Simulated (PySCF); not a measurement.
## Energy of Tc (technetium, neutral) between two integer charges

The 5s beta orbital of [Kr] 4d5 5s2 is emptied in steps (occupation f), with all orbitals relaxed, ending at [Kr] 4d5 5s1. All numbers are calculated (PySCF 2.14, scalar relativity through the core potential, in def2-TZVPPD with the def2 core potential (28 electrons)). The exact energy is a straight line in f; departures are measured from the line between the end points of the same method.

| f | UHF (eV) | LDA (eV) | PBE (eV) |
| --- | --- | --- | --- |
| 1 | 0.000 | 0.000 | 0.000 |
| 0.75 | 0.024 | -0.531 | -0.501 |
| 0.5 | 0.030 | -0.712 | -0.670 |
| 0.25 | 0.021 | -0.535 | -0.501 |
| 0 | 0.000 | 0.000 | 0.000 |

```
method  E(f=0) − E(f=1) (eV)  −ε at f=1 (eV)  −ε at f=0.5 (eV)
   UHF                 5.542           5.676             5.535
   LDA                 7.338           4.521             7.328
   PBE                 6.908           4.250             6.902
```

Orbital energy along the path (eV):

```csv
f,UHF,LDA,PBE
1,-5.676,-4.521,-4.250
0.75,-5.599,-5.910,-5.563
0.5,-5.535,-7.328,-6.902
0.25,-5.481,-8.764,-8.276
0,-5.434,-10.118,-9.071
```

Reference removal energy between the ground levels: 7.119 eV (measured; NIST Atomic Spectra Database, ionization energies). UHF lacks correlation.
